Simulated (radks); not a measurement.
The germanium anion Ge- inside a hard spherical wall (all orbitals vanish at R), configuration held at [Ar] 3d10 4s2 4p3 and not refilled when levels cross. Calculated with a radial shooting solver on a logarithmic mesh with Libxc functionals: scalar-relativistic Kohn-Sham, PBE, spin-unpolarised, spherical densities, finite nucleus; Fermi nuclear charge, rms radius 4.0742 fm. Eigenvalues in eV, with the zero of energy where the potential of the charges vanishes at infinity; a dash marks a level that is unbound or too diffuse for the functional's potential to be trusted. A positive occupied level is held by the wall or, in an anion where self-interaction has pushed it up, behind a barrier. The pressure on the wall is -dE/dV.

R (bohr)	E (hartree)	kinetic (hartree)	e(3p)	e(3d)	e(4s)	e(4p)	e(5s, empty)	e(5p, empty)	pressure (GPa)
20	-2098.85849	2136.832	-109.66	-23.345	-6.007	1.275	1.922	2.240	0.000602
15	-2098.85739	2136.834	-109.46	-23.149	-5.821	1.435	2.548	3.255	0.00464
12	-2098.85474	2136.843	-109.17	-22.856	-5.555	1.665	3.310	4.543	0.0262
10	-2098.84909	2136.863	-108.74	-22.430	-5.184	1.999	4.326	6.200	0.109
8	-2098.83061	2136.927	-107.81	-21.508	-4.424	2.738	6.539	9.542	0.612
5	-2098.60479	2137.718	-102.72	-16.467	-0.534	7.312	20.704	27.621	21.8
3.5	-2097.62919	2140.787	-92.967	-6.950	8.458	18.703	55.847	67.407	285
2.5	-2093.96603	2151.490	-74.652	10.910	32.988	48.362	142.64	159.73	2930
